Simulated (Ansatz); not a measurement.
The molecule TeP, multiplicity 4 (an upper state: multiplicity 2 came lower at CCSD(T)/def2-TZVPP on PBE0 minima). No spin–orbit coupling.

Seven points along R, fitted to fifth degree in 1/R; most abundant isotopes. Runs in def2 and cc sets follow the lowest solution found near the PBE0 minimum.

Correlated levels freeze the inner cores; with def2 sets outer-core shells near the valence are correlated too.

The values were computed with Ansatz (Gaussian orbitals).  In def2 rows elements past Kr take small-core potentials, without spin–orbit coupling.

```tsv
level	r_e (Å)	ω_e (cm⁻¹)	ω_e x_e (cm⁻¹)	dipole (D)
PBE/def2-TZVPP	2.492	333	1.1	0.89
PBE0/def2-TZVPP	2.466	348	1.1	0.71
wB97X-V/def2-TZVPP	2.454	358	1.0	0.63
CCSD/def2-TZVPP	2.482	…	1.2	-
CCSD(T)/def2-TZVPP	…	…	1.3	-
```

### Question
Fill in the missing entries.

### Answer

- CCSD(T)/def2-TZVPP, r_e (Å): 2.489
- CCSD(T)/def2-TZVPP, ω_e (cm⁻¹): 331
- CCSD/def2-TZVPP, ω_e (cm⁻¹): 337

Ansatz is a program for electronic structure.
